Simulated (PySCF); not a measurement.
# Solvent effects on NMR parameters

Atoms are numbered as in `[PH2:1][c:2]1[cH:3][cH:4][cH:5][cH:6][cH:7]1`; H(Xn) means a hydrogen on atom n.

GIAO PBE0/pcSseg-1 in PySCF on one PBE0-D3(BJ)/def2-SVP conformer, non-relativistic, equivalent nuclei averaged. Solvents enter as an IEF-PCM continuum (chloroform with ε = 4.7, dimethylsulfoxide with ε = 46.8, water with ε = 78.4) around the gas-phase geometry. Shifts are referred to PH3, TMS computed in the same medium.

In chloroform, δ in ppm: P1 134.2, C2 139.2, C3/C7 137.6, C4/C6 135.0, C5 133.2, H(C3)/H(C7) 7.59, H(C4)/H(C6) 7.50, H(C5) 7.40, H(P1) 4.44. Dipole moment 1.25 D.

Q: How does each δ change in the more polar media?

A: 
| atoms | environment | Δδ, dimethylsulfoxide | Δδ, water |
| --- | --- | --- | --- |
| P1 | phosphorus bonded to C, 2 H | -0.8 | -0.8 |
| C2 | substituted aromatic carbon | +0.4 | +0.5 |
| C3/C7 | aromatic CH | +0.6 | +0.6 |
| C4/C6 | aromatic CH | +0.5 | +0.5 |
| C5 | aromatic CH | +0.5 | +0.5 |
| H(C3)/H(C7) | hydrogen on an aromatic CH | +0.08 | +0.09 |
| H(C4)/H(C6) | hydrogen on an aromatic CH | +0.07 | +0.07 |
| H(C5) | hydrogen on an aromatic CH | +0.07 | +0.07 |
| H(P1) | hydrogen on a phosphorus bonded to C | +0.08 | +0.09 |

Changes are relative to chloroform. The dipole moment becomes 1.33 D in dimethylsulfoxide, 1.34 D in water.

Q: Which nuclei move most (in ppm), and what does the model miss?

A: P1 (phosphorus bonded to C, 2 H, -0.8 ppm) in water. A continuum only polarises the solute; specific hydrogen bonds, the anisotropy of aromatic solvents and changes of geometry or conformer are outside it.
